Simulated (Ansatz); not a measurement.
Basis sets compared for HfCl4. Total charge 0; singlet. Geometry PBE-D4/def2-SVP. Ansatz on 2 threads of Arm Neoverse V2 on a shared host; times are rough, and most runs start from earlier orbitals.

```xyz
5

Hf    0.000    0.000    0.000
Cl   -0.992   -1.854   -1.020
Cl   -1.542    1.753    0.098
Cl    1.862    0.670   -1.243
Cl    0.672   -0.569    2.165
```

In the def2 sets Hf takes a core potential; there is no spin–orbit coupling.

Binding counts from free atoms (Hf triplet, Cl doublet) in the same basis, without a counterpoise term.

| level | functions | energy (Eh) | HOMO (eV) | LUMO (eV) | binding per atom (eV) | wall time |
| --- | --- | --- | --- | --- | --- | --- |
| PBE-D4/def2-SVP | 104 | -1887.8428 | -8.29 | -3.01 | 4.29 | 2.1 s |
| PBE-D4/def2-TZVP | 188 | -1888.4861 | -8.32 | -3.05 | 4.25 | 3.6 s |
| r2SCAN-D4/def2-TZVP | 188 | -1889.1207 | -8.72 | -2.92 | 4.26 | 9 s |
| PBE0-D4/def2-SVP | 104 | -1887.9584 | -9.74 | -2.29 | 4.17 | 2.9 s |
| PBE0-D4/def2-TZVP (with forces) | 188 | -1888.5982 | -9.72 | -2.27 | 4.17 | 8 s |

(1) Estimate the rows for PBE-D4/def2-TZVPD, r2SCAN-D4/def2-TZVPD, PBE0-D4/def2-TZVPD.

Results:

(1) 
```tsv
level	functions	energy (Eh)	HOMO (eV)	LUMO (eV)	binding per atom (eV)	wall time
PBE-D4/def2-TZVPD	227	-1888.4881	-8.35	-3.12	4.24	6 s
r2SCAN-D4/def2-TZVPD	227	-1889.1224	-8.72	-2.95	4.26	13 s
PBE0-D4/def2-TZVPD	227	-1888.6000	-9.73	-2.32	4.17	9 s
```
